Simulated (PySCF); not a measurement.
CH₃BO, SMILES C([BH3-])#[O+].

Geometry optimised at B3LYP-D3(BJ)/def2-TZVP.

The numbers are results of PySCF 2.14.0 with TDA-PBE/def2-SVPD, not measurements.

Vertical excitations; the highest root listed may be one member of a degenerate set. Isolated molecule, no solvent. State labels are in the subgroup Cs.

Computed lowest excited states:
| state | symmetry | energy (eV) | λ (nm) | f | main pairs |
|---|---|---|---|---|---|
| S1 | A" | 5.76 | 215 | 0.000 | HOMO−1→LUMO 50 %, HOMO→LUMO+1 50 % |
| S2 | A' | 6.08 | 204 | 0.012 | HOMO→LUMO, HOMO−1→LUMO+1 (degenerate set) |
| S3 | A" | 6.08 | 204 | 0.012 | HOMO→LUMO+1, HOMO−1→LUMO (degenerate set) |
| S4 | A" | 7.95 | 156 | 0.052 | HOMO−2→LUMO (degenerate set) |
| S5 | A' | 7.95 | 156 | 0.052 | HOMO−2→LUMO+1 (degenerate set) |
| S6 | A' | 8.22 | 151 | 0.052 | HOMO−1→LUMO+2 (degenerate set) |
| S7 | A" | 8.22 | 151 | 0.052 | HOMO→LUMO+2 (degenerate set) |
| S8 | A' | 8.36 | 148 | 0.772 | HOMO→LUMO 43 %, HOMO−1→LUMO+1 43 % |
| S9 | A' | 9.53 | 130 | 0.030 | HOMO−1→LUMO+3 (degenerate set) |
| S10 | A" | 9.53 | 130 | 0.030 | HOMO→LUMO+3 (degenerate set) |
| T1 | A' | 5.25 | 236 | 0 | HOMO−1→LUMO+1 50 %, HOMO→LUMO 50 % |
| T2 | A' | 5.45 | 228 | 0 | HOMO→LUMO, HOMO−1→LUMO+1 (degenerate set) |
| T3 | A" | 5.45 | 228 | 0 | HOMO−1→LUMO, HOMO→LUMO+1 (degenerate set) |
| T4 | A" | 5.74 | 216 | 0 | HOMO→LUMO+1 50 %, HOMO−1→LUMO 50 % |
Triplets are in the Tamm–Dancoff approximation.
